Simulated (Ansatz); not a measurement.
# A geometry optimisation of BH8NSi2 with PBE0-D3(BJ)/def2-SVP

The starting geometry of this gas-phase singlet was optimised with GFN2-xTB; its bonds are those of `B[SiH2]N[SiH3]`.

```yaml
atoms:
  - { symbol: B, position_ang: [-0.0951, -1.7541, -0.2220] }
  - { symbol: N, position_ang: [1.3108, 0.7265, -1.3338] }
  - { symbol: Si, position_ang: [0.1444, -0.5175, -1.7096] }
  - { symbol: Si, position_ang: [2.1427, 1.1213, 0.1288] }
  - { symbol: H, position_ang: [-0.5445, -2.8212, -0.3967] }
  - { symbol: H, position_ang: [0.1613, -1.4644, 0.8806] }
  - { symbol: H, position_ang: [0.6321, -1.0945, -2.9837] }
  - { symbol: H, position_ang: [-1.1085, 0.1808, -2.0946] }
  - { symbol: H, position_ang: [1.4594, 1.3815, -2.0844] }
  - { symbol: H, position_ang: [1.2090, 1.5760, 1.1663] }
  - { symbol: H, position_ang: [2.8561, -0.0676, 0.6054] }
  - { symbol: H, position_ang: [3.0797, 2.1926, -0.2118] }
```

Question: Predict what becomes of its bonds when it is optimised with PBE0-D3(BJ)/def2-SVP.

Answer: It keeps its bonds, and is `B[SiH2]N[SiH3]`.

The energy falls by 0.21 eV over 26 steps:

```json
{"step": "1", "E − E(last) (eV)": "0.210"}
{"step": "4", "E − E(last) (eV)": "0.005"}
{"step": "7", "E − E(last) (eV)": "0.001"}
{"step": "9", "E − E(last) (eV)": "0.001"}
{"step": "12", "E − E(last) (eV)": "0.000"}
{"step": "15", "E − E(last) (eV)": "0.000"}
{"step": "18", "E − E(last) (eV)": "0.000"}
{"step": "20", "E − E(last) (eV)": "0.000"}
{"step": "23", "E − E(last) (eV)": "0.000"}
{"step": "26", "E − E(last) (eV)": "0.000"}
```

Final geometry (Å):

```xyz
12

B    -0.1240   -1.6973   -0.2006
N     1.3079    0.8088   -1.3875
Si    0.1859   -0.4741   -1.7645
Si    2.1331    1.1125    0.1150
H    -0.8849   -2.6276   -0.3333
H     0.4046   -1.5667    0.8788
H     0.6737   -1.3059   -2.9187
H    -1.1445    0.0741   -2.2021
H     1.5154    1.4700   -2.1303
H     1.1874    1.3605    1.2484
H     3.0165   -0.0246    0.5240
H     2.9761    2.3299   -0.0847
```

Frequencies at the end are all real (lowest 53 cm⁻¹). Run with Ansatz 0.2.0, 83 s on 2 threads of Intel(R) Xeon(R) Processor @ 2.70GHz (shared host).
